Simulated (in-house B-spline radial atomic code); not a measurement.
Atomic self-consistent-field run: Al IX (Al8+) (an excited or competing configuration). Level of theory: scalar-relativistic (X2C) AM05, spin-polarised, spherical fractional occupations, Fermi nucleus of rms radius 3.061 fm; calculated with a radial B-spline atomic code at the basis-set limit.

Command:
```bash
python run_scf.py task.json out
```
Settings (nuclear radius in fm, mass in u):
```
Z                13
configuration    [He] 2s1 2p1 3p1
hamiltonian      x2c
method           am05
spin_polarised   True
nucleus          fermi
rms_radius       3.061
atomic_mass      26.98154
speed_of_light   137.035999084
```

Output (hartree, bohr):
```
 radial grid: 65 intervals, B-splines of order 8, outer radius 7.931 bohr

 iter        energy (Eh)    residual
    1        -194.387207    7.86e-01
    2        -195.730814    4.28e-02
    3        -195.737072    1.99e-02
    4        -195.738403    9.23e-03
    5        -195.738761    6.72e-04
    6        -195.738763    3.44e-06
    7        -195.738763    3.82e-07
    8        -195.738763    3.31e-09

 total energy                      -195.73876
 kinetic                             196.3253
 electron-nucleus                   -415.8220
 Hartree                              34.0019
 exchange-correlation                -10.2439

 orbital      occ     eigenvalue          <r>       <r^2>       <1/r>     <1/r^2>       r_max
 1s up      1.000       -67.5799     0.119629   0.0192524     12.6969     331.575     0.07823
 1s down    1.000       -67.3632      0.11933   0.0191357     12.7154      332.26     0.07822
 2s up      1.000       -13.0874     0.525348    0.323384     2.82559     33.5986      0.4477
 2p up      1.000       -12.1158     0.461722    0.258224     2.73966     10.1755      0.3642
 3p up      1.000        -4.7346      1.24896     1.79293     1.10822     2.55322       1.178
```

Time taken, with all properties: 0.09 s on 1 thread of Intel(R) Xeon(R) Platinum 8259CL CPU @ 2.50GHz, with other jobs on the host.
